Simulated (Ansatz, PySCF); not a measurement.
Ta(S)(F)(OH)2 (FH₂O₂STa), SMILES [OH][Ta]([OH])([F])=[S], multiplicity 1. Atoms are numbered in the order given.

```xyz
7

Ta    -0.1318     0.2210     0.0000
S      2.0408     0.0687     0.0000
F     -0.6271     2.0455     0.0000
O     -0.8067    -0.6500    -1.5420
H     -0.4387    -1.1113    -2.3049
O     -0.8067    -0.6500     1.5420
H     -0.4387    -1.1113     2.3049
```
Charge 0, spin multiplicity 1.

Geometry: B3LYP-D3(BJ)/def2-SVP. The multiplicity is an assumed one; no other spin state was optimised. The structure was generated by enumeration; whether it is a known compound was not checked. The def2 effective core potentials stand for the cores of Ta; spin–orbit coupling is left out. Other conformers were not sampled.

Two levels are set side by side: PBE-D3(BJ)/def2-SVP (Ansatz, a quantum-chemistry and plane-wave program) and B3LYP-D3(BJ)/def2-SVP (Ansatz). Each level has its own optimised geometry; the coordinates shown are those of the second. Frequencies come from the Hessian of PySCF at each geometry. Differences are taken from unrounded values.

| quantity | B3LYP-D3(BJ) | PBE-D3(BJ) | PBE-D3(BJ) minus B3LYP-D3(BJ) |
|---|---|---|---|
| mean bond length (Å) | 1.631 | 1.638 | 0.007 |
| bond Ta1–S2 (Å) | 2.178 | 2.184 | 0.006 |
| bond Ta1–F3 (Å) | 1.891 | 1.895 | 0.005 |
| bond Ta1–O4 (Å) | 1.895 | 1.902 | 0.007 |
| bond Ta1–O6 (Å) | 1.895 | 1.902 | 0.007 |
| bond O4–H5 (Å) | 0.965 | 0.973 | 0.008 |
| bond O6–H7 (Å) | 0.965 | 0.973 | 0.008 |
| highest harmonic wavenumber (cm⁻¹) | 3887 | 3782 | -105 |
| mean harmonic wavenumber (cm⁻¹) | 867 | 843 | -24 |
| zero-point energy (kcal/mol) | 18.60 | 18.09 | -0.51 |

Exact exchange shortens and stiffens bonds; PBE has none. Differences between two approximate levels are no errors against the true value.
